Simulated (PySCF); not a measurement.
# [V3Se]+, singlet: computed properties

Computed with PBE0/[Se def2-SVP, V def2-SVP], no relativity, density fitting, PySCF.

The structure is a higher-order saddle point with 3 imaginary modes.

```
Point group                                                                   : D3h
Bond lengths                                                                  : Se–V 2.394 Å (×3)
Bond angles                                                                   : V–Se–V 120.0° (×3)
Dipole moment about the centre of mass                                        : 0.02 D
Principal polarisabilities                                                    : 110.3, 173.4, 174.3 bohr³
Principal quadrupole moments (Buckingham, traceless) about the centre of mass : -38.86, 19.42, 19.44 D Å
Zero-point energy (real modes)                                                : 4.6 kJ/mol
Highest occupied level                                                        : -8.12 eV
Lowest empty level                                                            : -5.51 eV
Rotational constants                                                          : 0.03849, 0.03849, 0.01925 cm⁻¹
```

Harmonic modes (masses in u: Se 79.917, V 50.944):
```csv
ω (cm⁻¹),"IR (km/mol, summed over degenerate members)",degeneracy,μ (u),type
66i,–,1,66.86,bend
57i,–,1,54.05,bend
55i,–,1,54.04,bend
204,0.0,1,50.94,stretch
284,131,2,62.18,stretch
```

Charges (e):
| atom | Mulliken | Löwdin | polar tensor | Mayer order to Se1 |
| --- | --- | --- | --- | --- |
| Se1 | -0.52 | -0.03 | -1.10 | – |
| V2,3,4 | 0.51 | 0.34 | 0.70 | 0.79 |

Mulliken populations on Se1: s 7.74, p 16.74, d 10.05.

Outer orbital energies (eV). occupied: -12.54, -11.02, -8.41, -8.23, -8.23, -8.20, -8.12, -8.12; empty: -5.51, -5.29, -5.28, -4.71.

The SCF density has lower symmetry than the nuclear frame, so modes carry no symmetry labels and degenerate sets may split. Stability towards spin polarisation was not tested. Other isomers or separated fragments may lie lower.

The final relaxation and frequency run took about 4 core-minutes on a shared host.
